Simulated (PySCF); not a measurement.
Molfile (atoms numbered from 1):
```
C5H3FN2
     RDKit          3D

 11 11  0  0  0  0  0  0  0  0999 V2000
    3.3679    0.1948   -0.2961 N   0  0  0  0  0  0  0  0  0  0  0  0
    2.2272    0.1391   -0.1936 C   0  0  0  0  0  0  0  0  0  0  0  0
    0.8313    0.0615   -0.0711 C   0  0  0  0  0  0  0  0  0  0  0  0
   -0.0260    1.1009    0.2192 C   0  0  0  0  0  0  0  0  0  0  0  0
   -1.2902    0.6080    0.2447 N   0  0  0  0  0  0  0  0  0  0  0  0
   -1.2373   -0.7227   -0.0243 C   0  0  0  0  0  0  0  0  0  0  0  0
   -2.3725   -1.4218   -0.0531 F   0  0  0  0  0  0  0  0  0  0  0  0
    0.0474   -1.1182   -0.2283 C   0  0  0  0  0  0  0  0  0  0  0  0
    0.1875    2.1341    0.4032 H   0  0  0  0  0  0  0  0  0  0  0  0
   -2.1327    1.1279    0.4310 H   0  0  0  0  0  0  0  0  0  0  0  0
    0.4027   -2.1009   -0.4576 H   0  0  0  0  0  0  0  0  0  0  0  0
  1  2  3  0
  2  3  1  0
  3  4  2  0
  4  5  1  0
  5  6  1  0
  6  7  1  0
  6  8  2  0
  8  3  1  0
  4  9  1  0
  5 10  1  0
  8 11  1  0
M  END
```

PySCF calculation with geometry: GFN2-xTB and shielding tensors at PBE0/pcSseg-1 (GIAO); isolated molecule, no relativistic terms, single conformer.

Scale: ¹³C (σ = 186.93 ppm) vs TMS (reference shieldings calculated alike).

Question: Do the ¹³C shifts follow the atomic charges (in e)? Tabulate both.

Answer: 
| atoms | hybridisation | δ (ppm) | σ para (ppm) | Hirshfeld | IAO | Mulliken | ESP-fitted |
| --- | --- | --- | --- | --- | --- | --- | --- |
| C6 | sp2 | 154.5 | -217 | +0.12 | +0.35 | +0.52 | +0.30 |
| C4 | sp2 | 120.4 | -181 | -0.01 | -0.08 | +0.25 | -0.24 |
| C2 | sp | 119.9 | -189 | +0.07 | +0.14 | +0.15 | +0.48 |
| C3 | sp2 | 99.5 | -171 | -0.03 | -0.10 | -0.29 | -0.15 |
| C8 | sp2 | 96.8 | -160 | -0.10 | -0.25 | -0.11 | -0.33 |

Correlation coefficients of δ with charge over these carbons: Hirshfeld +0.90, IAO +0.92, Mulliken +0.94, ESP-fitted +0.65; with the paramagnetic shielding -0.98. Among the 4 sp2 carbons alone: Hirshfeld +0.96, IAO +0.95, Mulliken +0.94, ESP-fitted +0.90. With so few points, grouped by hybridisation, these coefficients are fragile. Charge is one influence among several: hybridisation and low-lying excitations act through the paramagnetic term.

Shifts are as computed. Against solution values, carbons near 30 ppm lie about +3 ppm off and those near 130 ppm about +5 ppm. Of 1211 compounds with measured shifts, 218 miss one by over three times the rms of a fit or turn the order of signals round; such compounds aren't used in these exercises.
